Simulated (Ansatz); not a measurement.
Frontier orbitals of C₅H₉AlO₂, SMILES `[CH3][Al-]1([CH3])[O]C=CC=[O+]1`.

The species carries charge 0 and has multiplicity 1. Geometry: relaxed with PBE0-D4/def2-TZVP. Basis def2-TZVPP, Ansatz 0.2.0.

A caution on the coupled-cluster cation, which keeps the state that its UHF reference found: large T1 diagnostic of the cation; spin contamination of the cation.

```json
{"functional": "LDA (SPW92)", "HOMO (eV)": "-5.84", "LUMO (eV)": "-3.46", "gap (eV)": "2.38"}
{"functional": "PBE", "HOMO (eV)": "-5.70", "LUMO (eV)": "-3.20", "gap (eV)": "2.50"}
{"functional": "r2SCAN", "HOMO (eV)": "-5.94", "LUMO (eV)": "-3.09", "gap (eV)": "2.85"}
{"functional": "PBE0", "HOMO (eV)": "-6.90", "LUMO (eV)": "-2.30", "gap (eV)": "4.60"}
{"functional": "B3LYP", "HOMO (eV)": "-6.69", "LUMO (eV)": "-2.53", "gap (eV)": "4.16"}
{"functional": "r2SCANh", "HOMO (eV)": "-6.39", "LUMO (eV)": "-2.75", "gap (eV)": "3.64"}
{"functional": "HSE06 (plane-wave form)", "HOMO (eV)": "-6.50", "LUMO (eV)": "-2.68", "gap (eV)": "3.82"}
{"functional": "CAM-B3LYP", "HOMO (eV)": "-8.23", "LUMO (eV)": "-1.20", "gap (eV)": "7.03"}
{"functional": "ωB97X-V", "HOMO (eV)": "-9.20", "LUMO (eV)": "-0.11", "gap (eV)": "9.09"}
{"functional": "ωB97M-V", "HOMO (eV)": "-9.08", "LUMO (eV)": "-0.18", "gap (eV)": "8.90"}
```

(1) What is the vertical ionisation energy at frozen-core CCSD(T)/CBS(def2)? (An estimate is asked.)

## Answers

(1) The calculation gave: 9.32 eV (T1 of the cation 0.057).

A quarter of exact exchange (PBE0) shifts PBE's HOMO by −1.20 eV and its LUMO by +0.90 eV; full exchange at long range (ωB97M-V) shifts them by −3.37 and +3.03 eV. The gap opens from 2.50 to 8.90 eV, since occupied levels lose self-interaction and empty ones feel all the electrons. −ε(HOMO) differs from that ionisation energy by −3.61 eV with PBE and −0.24 eV with ωB97M-V.

B3LYP here is the variant with VWN-RPA as its local correlation; programs differ in this.
